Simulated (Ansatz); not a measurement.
Input for Ansatz (a quantum-chemistry and plane-wave program):
Ansatz 0.2 input:
```yaml
crystal:
  periodic: [false, false, false]
  atoms:
    - {symbol: Si, position_ang: [-0.00000000, -0.00000000, -0.10104690]}
    - {symbol: H, position_ang: [0.00000000, 0.00000000, 1.41465662]}
basis:
  gaussian:
    orbitals: def2-SV_P_.json
hamiltonian:
  xc: pbe0
magnetization: {spin_polarized: true, initial_magnetization: 1}
```
The basis file holds def2-SV(P) in the JSON format of the Basis Set Exchange.

Problem. Predict the total energy from PBE0/def2-SV(P) (Ansatz).

Solution. -289.7630 Eh

Problem. What is the computed <S^2> (PBE0/def2-SV(P))?

Solution. 0.755

Problem. Give the number of basis functions at the level PBE0/def2-SV(P).

Solution. 20
